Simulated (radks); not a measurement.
Initial-state core-level shifts of the ytterbium ion Yb3+ when its valence configuration changes from [Xe] 4f13. Calculated with a radial shooting solver on a logarithmic mesh with Libxc functionals: scalar-relativistic Kohn-Sham, PBE, spin-polarised, spherical densities, point nucleus; open shells are filled with parallel spins first (spin-orbit coupling, left out, can overturn this in heavy ions). Shifts are changes of the shell-averaged eigenvalues in eV (positive: less bound).

4f12 6p1: 1s -12.550; 3s -14.154; 3p -14.137; 3d -14.062
4f11 6p2: 1s -26.213; 3s -29.726; 3p -29.687; 3d -29.527
4f12 5d1: 1s -7.966; 3s -9.542; 3p -9.525; 3d -9.428
4f11 5d1 6s1: 1s -20.067; 3s -23.551; 3p -23.512; 3d -23.325
4f11 5d1.5 6s0.5: 1s -18.322; 3s -21.781; 3p -21.742; 3d -21.544
4f12.5 6s0.5: 1s -5.443; 3s -6.214; 3p -6.206; 3d -6.169
4f12 6s1: 1s -11.212; 3s -12.830; 3p -12.813; 3d -12.736
4f12.5 5d0.5: 1s -3.892; 3s -4.645; 3p -4.637; 3d -4.590
4f12 5d0.5 6s0.5: 1s -9.574; 3s -11.172; 3p -11.155; 3d -11.067
